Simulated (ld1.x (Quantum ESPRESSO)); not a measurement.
## PBE RRKJ dataset for ytterbium (Yb), scalar-relativistic all-electron reference.

Input for ld1.x (Quantum ESPRESSO) 7.5:

```
&input
   title='Yb', zed=70., rel=1, dft='PBE', iswitch=3,
   config='[Xe] 4f14 5d0 6s0 6p0',
   nld=4, rlderiv=2.40, eminld=-7.0, emaxld=5.0, deld=0.02
 /
 &inputp
   pseudotype=2, tm=.false., rho0=0.001, lloc=-2, rcloc=0.85,
   nlcc=.false.,
   file_pseudopw='Yb.UPF', file_wfcaegen='ae.wfc', file_wfcncgen='nc.wfc', file_beta='beta', file_chi='chi'
 /
4
5S  1  0   2.00   0.00  1.20  1.20  0.0
5P  2  1   6.00   0.00  2.05  2.05  0.0
5D  3  2   0.00   0.00  2.20  2.20  0.0
4F  4  3  14.00   0.00  0.90  0.90  0.0
 &test
   configts(1)='4f14 5s2 5p6 5d0 6s0 6p0'
 /
```

Command:

```bash
ld1.x < Yb.in > Yb.out
```

The program printed (shortened: banner, matrices, multipoles, cross overlaps and the repeated all-electron block are left out):

```
Program LD1 v.7.5
     --------------------------- All-electron run ----------------------------

     Yb
     scalar relativistic calculation

     atomic number is 70.00
     dft =PBE   lsd =0 sic =0 latt =0  beta=0.20 tr2=1.0E-14
     Exchange-correlation= PBE
                           (   1   4   3   4   0   0   0)
     mesh =1269 r(mesh) =  99.63413 a.u. xmin = -7.00 dx = 0.01250
     1 Ry =  13.60569312 eV, c = 137.03599908

     n l     nl                  e(Ry)          e(Ha)          e(eV)
     1 0     1S 1( 2.00)     -4502.5656     -2251.2828    -61260.5253
     2 0     2S 1( 2.00)      -763.7302      -381.8651    -10391.0783
     2 1     2P 1( 6.00)      -673.1642      -336.5821     -9158.8653
     3 0     3S 1( 2.00)      -172.9687       -86.4843     -2353.3584
     3 1     3P 1( 6.00)      -145.6731       -72.8365     -1981.9833
     4 0     4S 1( 2.00)       -34.8882       -17.4441      -474.6777
     4 1     4P 1( 6.00)       -25.9320       -12.9660      -352.8232
     3 2     3D 1(10.00)      -112.4673       -56.2336     -1530.1955
     5 0     5S 1( 2.00)        -5.1246        -2.5623       -69.7231
     5 1     5P 1( 6.00)        -3.0981        -1.5491       -42.1518
     4 2     4D 1(10.00)       -14.1502        -7.0751      -192.5235
     4 3     4F 1(14.00)        -1.2961        -0.6480       -17.6339
     5 2     5D 1( 0.00)        -0.9834        -0.4917       -13.3801
     6 0     6S 1( 0.00)        -1.1213        -0.5606       -15.2555
     6 1     6P 1( 0.00)        -0.7682        -0.3841       -10.4523

     final scf error:  2.8E-15 reached in  35 iterations

     Etot =  -28118.238054 Ry,  -14059.119027 Ha, -382568.118120 eV

     Ekin =   30646.788537 Ry,   15323.394269 Ha,  416970.800042 eV
     Encl =  -69148.372326 Ry,  -34574.186163 Ha, -940811.533821 eV
     Eh   =   10968.309603 Ry,    5484.154802 Ha,  149231.454542 eV
     Exc  =    -584.963869 Ry,    -292.481934 Ha,   -7958.838884 eV

     normalization and overlap integrals

     s(1S/1S) =  1.000000  <r> =   0.0197  <r2> =    0.0005  r(max) =   0.0123
     s(2S/2S) =  1.000000  <r> =   0.0833  <r2> =    0.0082  r(max) =   0.0708
     s(2P/2P) =  1.000000  <r> =   0.0741  <r2> =    0.0067  r(max) =   0.0572
     s(3S/3S) =  1.000000  <r> =   0.2167  <r2> =    0.0537  r(max) =   0.1997
     s(3P/3P) =  1.000000  <r> =   0.2162  <r2> =    0.0542  r(max) =   0.1972
     s(4S/4S) =  1.000000  <r> =   0.4879  <r2> =    0.2688  r(max) =   0.4557
     s(4P/4P) =  1.000000  <r> =   0.5183  <r2> =    0.3058  r(max) =   0.4790
     s(3D/3D) =  1.000000  <r> =   0.1961  <r2> =    0.0451  r(max) =   0.1595
     s(5S/5S) =  1.000000  <r> =   1.2073  <r2> =    1.6428  r(max) =   1.0661
     s(5P/5P) =  1.000000  <r> =   1.4402  <r2> =    2.3631  r(max) =   1.2386
     s(4D/4D) =  1.000000  <r> =   0.5602  <r2> =    0.3646  r(max) =   0.4912
     s(4F/4F) =  1.000000  <r> =   0.7802  <r2> =    0.8353  r(max) =   0.4851
     s(5D/5D) =  1.000000  <r> =   2.4237  <r2> =    6.9460  r(max) =   1.8478
     s(6S/6S) =  1.000000  <r> =   3.2266  <r2> =   11.6436  r(max) =   2.8980
     s(6P/6P) =  1.000000  <r> =   4.0229  <r2> =   18.1451  r(max) =   3.5841

     ------------------------ End of All-electron run ------------------------

     --------------------- Generating NC pseudopotential ---------------------

      Generating local potential from pseudized AE potential:
      Matching radius rcloc =   0.8500
      Enforcing V''(0)=0 (lloc=-2)

      Local pseudo, rcloc= 0.841 Estimated cut-off energy=    44.92 Ry

      Wfc   5S  rcut= 1.193  Estimated cut-off energy=       32.88 Ry
      Using 4 Bessel functions for this wfc, rho(0) = 0.001
      This function has    0 nodes for 0 < r <    1.193

      Wfc   5P  rcut= 2.068  Estimated cut-off energy=       42.69 Ry
      This function has    0 nodes for 0 < r <    2.068

      Wfc   5D  rcut= 2.174  Estimated cut-off energy=       48.91 Ry
      This function has    0 nodes for 0 < r <    2.174

      Wfc   4F  rcut= 0.906  Estimated cut-off energy=      360.01 Ry
      This function has    0 nodes for 0 < r <    0.906

     ------------------- End of pseudopotential generation -------------------

     Computing logarithmic derivative in   2.38757
     Message from routine run_pseudo:
     Warning: convergence not achieved

       Warning: n=2, l=0 expected 1 nodes, found 2
       Setting wfc to zero for this iteration
       (This warning will only be printed once per wavefunction)

     Computing logarithmic derivative in   2.38757
     Computing the partial wave expansion
     R is outside the sphere for l=    0 j= 0.00
     R is outside the sphere for l=    1 j= 0.00
     R is outside the sphere for l=    2 j= 0.00
     R is outside the sphere for l=    3 j= 0.00

     ---------------------- Testing the pseudopotential ----------------------

     Yb
     scalar relativistic calculation

     atomic number is 70.00   valence charge is 24.00
     dft =PBE   lsd =0 sic =0 latt =0  beta=0.20 tr2=1.0E-14
     mesh =1269 r(mesh) =  99.63413 xmin = -7.00 dx = 0.01250

     n l     nl             e AE (Ry)        e PS (Ry)    De AE-PS (Ry)
     4 3     4F   1(14.00)       -1.29606       -1.29603       -0.00004
     1 0     5S   1( 2.00)       -5.12455       -5.12459        0.00003
     2 1     5P   1( 6.00)       -3.09810       -3.09810        0.00000
     3 2     5D   1( 0.00)       -0.98342       -0.98342        0.00000
     2 0     6S   1( 0.00)       -1.12126       -1.12126        0.00000
     3 1     6P   1( 0.00)       -0.76823       -0.78460        0.01637  !

     eps = 2.0E-13  iter =201

     Etot =  -28118.238054 Ry,  -14059.119027 Ha, -382568.118120 eV
     Etotps =  -477.225712 Ry,    -238.612856 Ha,   -6492.986587 eV

     Ekin =     578.028855 Ry,     289.014428 Ha,    7864.483223 eV
     Encl =   -1254.448835 Ry,    -627.224417 Ha,  -17067.645887 eV
     Ehrt =     443.381652 Ry,     221.690826 Ha,    6032.514698 eV
     Ecxc =     -43.317288 Ry,     -21.658644 Ha,    -589.361732 eV
     Epseu=    -200.870096 Ry,    -100.435048 Ha,   -2732.976889 eV

     ---------------------- End of pseudopotential test ----------------------
```

Note: ghost state, extra bound levels that the all-electron valence spectrum of the same l lacks: s at -158.9 eV. A true bound ghost makes a file unfit for plane-wave use.

Generation and configuration tests took about 11 s on one core of a shared server CPU.

Transferability test of the new file with ld1.x, input:

```
&input
   title='Yb', zed=70., rel=1, dft='PBE', iswitch=2,
   config='[Xe] 4f14 5d0 6s0 6p0'
 /
 &test
   file_pseudo='Yb.UPF', nconf=8,
   configts(1)='4f14 5s2 5p6 5d0 6s0 6p0',
   configts(2)='4f14 5s2 5p6 5d0 6s2 6p0',
   configts(3)='4f14 5s2 5p6 5d0 6s1 6p0',
   configts(4)='4f13 5s2 5p6 5d0 6s0 6p0',
   configts(5)='4f12 5s2 5p6 5d0 6s0 6p0',
   configts(6)='4f14 5s2 5p6 5d0 6s1.5 6p0',
   configts(7)='4f14 5s1 5p6 5d0 6s2 6p0',
   configts(8)='4f13 5s2 5p6 5d1 6s2 6p0'
 /
```

```bash
ld1.x < Yb.test.in > Yb.test.out
```

Pseudopotential blocks of its output, shortened (energy terms left out; the distinct warnings before each block abridged to one line each):

```
     Warning: convergence not achieved
     Warning: n=2, l=0 expected 1 nodes, found 2
     ---------------------- Testing the pseudopotential ----------------------

     n l     nl             e AE (Ry)        e PS (Ry)    De AE-PS (Ry)
     4 3     4F   1(14.00)       -1.29606       -1.29603       -0.00004
     1 0     5S   1( 2.00)       -5.12455       -5.12459        0.00003
     2 1     5P   1( 6.00)       -3.09810       -3.09810        0.00000
     3 2     5D   1( 0.00)       -0.98342       -0.98342        0.00000
     2 0     6S   1( 0.00)       -1.12126       -1.12126        0.00000
     3 1     6P   1( 0.00)       -0.76823       -0.78460        0.01637  !

     eps = 9.3E-14  iter =201

     Etot =  -28118.238053 Ry,  -14059.119027 Ha, -382568.118113 eV
     Etotps =  -477.225712 Ry,    -238.612856 Ha,   -6492.986587 eV

     ---------------------- End of pseudopotential test ----------------------

          BEWARE! Errors in PS-KS equations
     Warning: n=1, l=0 expected 0 nodes, found 1
     Warning: n=2, l=1 expected 0 nodes, found 1
     Warning: n=3, l=1 expected 1 nodes, found 4
     ---------------------- Testing the pseudopotential ----------------------

     n l     nl             e AE (Ry)        e PS (Ry)    De AE-PS (Ry)
     4 3     4F   1(14.00)       -0.22136       -0.14590       -0.07546  !
     1 0     5S   1( 2.00)       -4.03678       -4.59597        0.55919  !
     2 1     5P   1( 6.00)       -2.01541       -2.50088        0.48547  !
     3 2     5D   1( 0.00)       -0.04894       -0.04894        0.00000
     2 0     6S   1( 2.00)       -0.28800       -0.28800        0.00000
     3 1     6P   1( 0.00)       -0.08127       -0.08127        0.00000

     eps = 2.4E-19  iter = 17

     Etot =  -28119.618122 Ry,  -14059.809061 Ha, -382586.894904 eV
     Etotps =   -26.815825 Ry,     -13.407913 Ha,    -364.847891 eV
     dEtot_ae =      -1.380069 Ry
     dEtot_ps =     450.409887 Ry,   Delta E=    -451.789955 Ry

     ---------------------- End of pseudopotential test ----------------------

          Warning: convergence not achieved
     ---------------------- Testing the pseudopotential ----------------------

     n l     nl             e AE (Ry)        e PS (Ry)    De AE-PS (Ry)
     4 3     4F   1(14.00)       -0.71593       -1.29603        0.58010  !
     1 0     5S   1( 2.00)       -4.53711       -5.12459        0.58748  !
     2 1     5P   1( 6.00)       -2.51482       -3.09810        0.58329  !
     3 2     5D   1( 0.00)       -0.47471       -0.61712        0.14241  !
     2 0     6S   1( 1.00)       -0.68165       -0.68165        0.00000
     3 1     6P   1( 0.00)       -0.40642       -0.35103       -0.05540  !

     eps = 1.4E-13  iter =201

     Etot =  -28119.138079 Ry,  -14059.569039 Ha, -382580.363581 eV
     Etotps =  -477.907366 Ry,    -238.953683 Ha,   -6502.260959 eV
     dEtot_ae =      -0.900025 Ry
     dEtot_ps =      -0.681654 Ry,   Delta E=      -0.218372 Ry

     ---------------------- End of pseudopotential test ----------------------

          Warning: convergence not achieved
     ---------------------- Testing the pseudopotential ----------------------

     n l     nl             e AE (Ry)        e PS (Ry)    De AE-PS (Ry)
     4 3     4F   1(13.00)       -2.64555       -2.62627       -0.01928  !
     1 0     5S   1( 2.00)       -6.30397       -6.28685       -0.01712  !
     2 1     5P   1( 6.00)       -4.19685       -4.19329       -0.00356
     3 2     5D   1( 0.00)       -1.84198       -1.83426       -0.00771  !
     2 0     6S   1( 0.00)       -1.78208       -1.78208        0.00000
     3 1     6P   1( 0.00)       -1.32428       -1.39275        0.06847  !

     eps = 2.8E-10  iter =201

     Etot =  -28116.284060 Ry,  -14058.142030 Ha, -382541.532677 eV
     Etotps =  -475.282232 Ry,    -237.641116 Ha,   -6466.544193 eV
     dEtot_ae =       1.953994 Ry
     dEtot_ps =       1.943480 Ry,   Delta E=       0.010513 Ry

     ---------------------- End of pseudopotential test ----------------------

          BEWARE! Errors in PS-KS equations
     ---------------------- Testing the pseudopotential ----------------------

     n l     nl             e AE (Ry)        e PS (Ry)    De AE-PS (Ry)
     4 3     4F   1(12.00)       -4.20091       -1.08764       -3.11326  !
     1 0     5S   1( 2.00)       -7.60991       -7.23157       -0.37834  !
     2 1     5P   1( 6.00)       -5.40993       -5.07213       -0.33780  !
     3 2     5D   1( 0.00)       -2.82914       -2.82914        0.00000
     2 0     6S   1( 0.00)       -2.52617       -2.52617        0.00000
     3 1     6P   1( 0.00)       -1.97182       -1.97182        0.00000

     eps = 6.0E-15  iter = 55

     Etot =  -28112.872967 Ry,  -14056.436484 Ha, -382495.122397 eV
     Etotps =   -57.947630 Ry,     -28.973815 Ha,    -788.417672 eV
     dEtot_ae =       5.365086 Ry
     dEtot_ps =     419.278082 Ry,   Delta E=    -413.912996 Ry

     ---------------------- End of pseudopotential test ----------------------

          Warning: convergence not achieved
     ---------------------- Testing the pseudopotential ----------------------

     n l     nl             e AE (Ry)        e PS (Ry)    De AE-PS (Ry)
     4 3     4F   1(14.00)       -0.45670       -1.29603        0.83933  !
     1 0     5S   1( 2.00)       -4.27474       -5.12459        0.84985  !
     2 1     5P   1( 6.00)       -2.25320       -3.09810        0.84490  !
     3 2     5D   1( 0.00)       -0.24924       -0.32401        0.07477  !
     2 0     6S   1( 1.50)       -0.47802       -0.47802        0.00000
     3 1     6P   1( 0.00)       -0.23627       -0.20717       -0.02910  !

     eps = 2.2E-14  iter =201

     Etot =  -28119.427341 Ry,  -14059.713670 Ha, -382584.299194 eV
     Etotps =  -477.942738 Ry,    -238.971369 Ha,   -6502.742225 eV
     dEtot_ae =      -1.189287 Ry
     dEtot_ps =      -0.717026 Ry,   Delta E=      -0.472261 Ry

     ---------------------- End of pseudopotential test ----------------------

          Warning: convergence not achieved
     ---------------------- Testing the pseudopotential ----------------------

     n l     nl             e AE (Ry)        e PS (Ry)    De AE-PS (Ry)
     4 3     4F   1(14.00)       -1.17799       -2.43960        1.26161  !
     1 0     5S   1( 1.00)       -4.97892       -6.25966        1.28074  !
     2 1     5P   1( 6.00)       -2.90610       -4.17519        1.26909  !
     3 2     5D   1( 0.00)       -0.68920       -0.68920        0.00000
     2 0     6S   1( 2.00)       -0.80447       -0.80447        0.00000
     3 1     6P   1( 0.00)       -0.48004       -0.42512       -0.05492  !

     eps = 7.6E-10  iter =201

     Etot =  -28115.127341 Ry,  -14057.563670 Ha, -382525.794710 eV
     Etotps =  -473.148973 Ry,    -236.574486 Ha,   -6437.519724 eV
     dEtot_ae =       3.110713 Ry
     dEtot_ps =       4.076739 Ry,   Delta E=      -0.966026 Ry

     ---------------------- End of pseudopotential test ----------------------

          BEWARE! Errors in PS-KS equations
     ---------------------- Testing the pseudopotential ----------------------

     n l     nl             e AE (Ry)        e PS (Ry)    De AE-PS (Ry)
     4 3     4F   1(13.00)       -0.70649       -1.68691        0.98042  !
     1 0     5S   1( 2.00)       -4.36142       -4.94095        0.57953  !
     2 1     5P   1( 6.00)       -2.27997       -2.86429        0.58432  !
     3 2     5D   1( 1.00)       -0.13672       -0.66071        0.52399  !
     2 0     6S   1( 2.00)       -0.33616       -0.33616        0.00000
     3 1     6P   1( 0.00)       -0.09848       -0.09848        0.00000

     eps = 2.1E-15  iter = 49

     Etot =  -28119.247771 Ry,  -14059.623885 Ha, -382581.856019 eV
     Etotps =   -50.330468 Ry,     -25.165234 Ha,    -684.780909 eV
     dEtot_ae =      -1.009717 Ry
     dEtot_ps =     426.895243 Ry,   Delta E=    -427.904961 Ry

     ---------------------- End of pseudopotential test ----------------------
```
